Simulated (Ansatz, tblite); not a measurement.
Spin states of GaSb2, each relaxed with r2SCAN-D4/def2-TZVP in Ansatz. Electronic energies in the gas phase.

In the def2 sets Sb takes a core potential; there is no spin–orbit coupling. The xTB rows come from tblite. Correlated methods freeze 17 core orbitals; core or outer-core shells of Ga, Sb are correlated, in sets that lack core-valence functions. The rows differ in basis, and correlated rows in double-zeta sets carry the largest basis error. In CCSD on the charge 0 doublet the largest single amplitude is 0.26, so its Hartree–Fock determinant may place the open shell otherwise than the density functionals do. The structure comes from a short search, and lower isomers may exist.

Doublet geometry (C2v within 0.1 Å):

Cartesian coordinates in Å:
```
Ga -1.031 0.601 -1.292
Sb 0.480 -1.474 0.129
Sb 0.551 0.873 1.163
```

Quartet geometry (C2v within 0.1 Å):

```xyz
3

Ga   -1.083   -1.040   -0.186
Sb   -0.099    0.980    1.250
Sb    1.182    0.060   -1.064
```

⟨S²⟩: doublet 0.76 at PBE0-D4/def2-TZVP (pure 0.75), quartet 3.78 at PBE0-D4/def2-TZVP (pure 3.75).

Run but left out: HF/STO-3G, HF/def2-SVP, HF/def2-TZVP, MP2/def2-SVP, MP2/def2-TZVP (doublet: ⟨S²⟩ 1.35 to 1.45, where a pure state has 0.75).

Only these spin states were relaxed.

```tsv
level	quartet − doublet (kcal/mol)	lowest of these
GFN2-xTB	23.7	doublet
PBE-D4/def2-TZVP	21.0	doublet
B97M-V/def2-TZVP	19.0	doublet
ωB97M-V/def2-TZVP	17.8	doublet
```

**Question.** Estimate the rows for revPBE-D4/def2-TZVP, r2SCAN-D4/def2-TZVP, PBE0-D4/def2-TZVP, CCSD(T)/def2-SVP.

**Answer.** 
```tsv
level	quartet − doublet (kcal/mol)	lowest of these	remarks
revPBE-D4/def2-TZVP	20.5	doublet	–
r2SCAN-D4/def2-TZVP	16.6	doublet	–
PBE0-D4/def2-TZVP	17.8	doublet	–
CCSD(T)/def2-SVP	19.0	doublet	large T1 (0.048) (doublet), spin-contaminated (⟨S²⟩ 1.35) (doublet), spin-contaminated (⟨S²⟩ 3.90) (quartet)
```

The xTB methods have no spin-polarisation term.
